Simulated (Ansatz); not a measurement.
`O[SiH2]CS` → `O[SiH]` + CH₃SH at 298.15 K and 1 bar (silylene formation by 1,1-elimination).

Isolated molecules relaxed with PBE0-D4/def2-TZVP in Ansatz; ΔE leaves out vibrations. CCSD(T)/CBS adds triple-zeta CCSD(T) − MP2 to the extrapolated MP2 energy (def2 sets, frozen cores). This one scheme is used for every species. One conformer a species, not always the lowest.

```
    species  CCSD(T)/CBS energy (Eh)  H − E (kJ/mol)  S (J/(mol·K))
`O[SiH2]CS`               -803.73944           199.1          330.2
   `O[SiH]`               -365.43832            65.7          241.9
      CH₃SH               -438.22835           133.0          253.2
```

H − E and S are ideal-gas, rigid-rotor, harmonic terms from PBE0-D4/def2-TZVP, for one conformer and one mirror image of each species. 1 Eh = 2625.50 kJ/mol, R = 8.31446 J/(mol·K).

Q: By hand: ΔE, ΔH, ΔS and ΔG.

A: ΔE = (-365.43832) + (-438.22835) − (-803.73944) = 0.07277 Eh = 191.1 kJ/mol. Δ(H − E) = 65.7 + 133.0 − 199.1 = -0.4, so ΔH = 190.7 kJ/mol. ΔS = 241.9 + 253.2 − 330.2 = 164.9 J/(mol·K). ΔG = 190.7 − 298.15 × (164.9)/1000 = 141.5 kJ/mol.

Q: By hand: the equilibrium constant, and the temperature at which ΔG would vanish if ΔH and ΔS stayed fixed.

A: log₁₀ K = −ΔG/(RT ln 10) = -24.8. ΔG = 0 at ΔH/ΔS = 1156 K.

The number of gas molecules changes by +1, which sets the sign of ΔS. A doubt of 5 kJ/mol in ΔE shifts log₁₀ K by 0.9 here. Other conformers and mirror images would add mixing entropy, several J/(mol·K) or more a flexible species. These are equilibria of isolated gas molecules and say nothing of rates. Largest T1 diagnostic: 0.016 (customary marks: 0.02 for closed shells, 0.045 for open ones).
